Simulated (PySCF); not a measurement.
CF, SMILES [C]F (connectivity only; charge and spin as stated), charge +1, multiplicity 1. Atoms are numbered in the order given.

```xyz
2

C      0.0000     0.0000    -0.6918
F      0.0000     0.0000     0.4612
```
Charge +1, spin multiplicity 1.

Geometry optimised at PBE0-D3(BJ)/def2-TZVPD.

These are PBE0-D3(BJ)/def2-TZVPD (PySCF 2.14.0) values and carry that method's errors.

Frequencies are harmonic and unscaled.

Computed harmonic wavenumbers and intensities:
```tsv
mode	ν (cm⁻¹)	IR (km/mol)	moving atoms (share of kinetic energy)
1	1815	209.5	C 61 %, F 39 %
```
